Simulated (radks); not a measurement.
Problem. The mean radii <r> (bohr) of the occupied orbitals of an atom or ion are listed with their occupations. All-electron calculation, Dirac Kohn-Sham, LDA (Slater exchange, Perdew-Wang correlation), spin-unpolarised, spherical densities, finite nucleus; Fermi nuclear charge, rms radius of each element as measured or else 0.836 A^(1/3) + 0.57 fm. Program: a radial shooting solver on a logarithmic mesh with Libxc functionals.

orbital     occ.      <r>
1s1/2          2  0.02276
2s1/2          2  0.09656
2p1/2          2  0.08076
2p3/2          4  0.08738
3s1/2          2   0.2549
3p1/2          2   0.2444
3p3/2          4   0.2572
3d3/2          4   0.2287
3d5/2          6   0.2327
4s1/2          2   0.5795
4p1/2          2   0.5934
4p3/2          4   0.6228
4d3/2          4   0.6653
4d5/2          6   0.6758
5s1/2          2    1.407
5p1/2          2    1.584
5p3/2          4    1.677
4f5/2    2.57143   0.9820
4f7/2    3.42857   0.9983

Name the element and its charge. Open shells, if any, are shared by 2j + 1.

Solution. Z = 62, samarium, charge +2: Sm2+ in [Xe] 4f6. The 1s radius gives Z: for a bare nucleus <r> = (2 gamma + 1)/(2Z) with gamma = sqrt(1 - (Z/c)^2), 0.02245 bohr for Z = 62, and screening makes it slightly larger (0.02276 here). The occupations add up to 60, and the charge is Z minus that.
